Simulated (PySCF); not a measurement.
Excitations are Tamm–Dancoff values on a coarser integration grid. The basis has no diffuse functions, so Rydberg states are missing or too high.

# H4BClSi, SMILES `B[SiH2]Cl` (H–B–Si–Cl torsion 0°) (charge 0, multiplicity 1)

The numbers are results of PBE-D3(BJ)/def2-TZVP // B3LYP-D3(BJ)/def2-TZVP (PySCF 2.14.0), not measurements.

```yaml
HOMO: -7.05 eV
dipole_moment: 1.52 D
LUMO: -3.78 eV
HOMO–LUMO gap: 3.27 eV
S1 excitation (TDA): 3.49 eV
S1 oscillator strength: 0.003
T1 excitation (TDA): 2.83 eV
S1–T1 gap (TDA): 0.66 eV
total_energy: -776.5898 Ha
cost: roughly 40 core-seconds
```

```xyz
7

B      1.2319     0.0524    -0.0932
Si    -0.7564    -0.1344     0.0699
Cl    -1.7715     1.6714    -0.0943
H      1.7793     1.0941    -0.2603
H      1.8994    -0.9325    -0.0176
H     -1.1068    -0.7202     1.3869
H     -1.2758    -1.0309    -0.9915
```
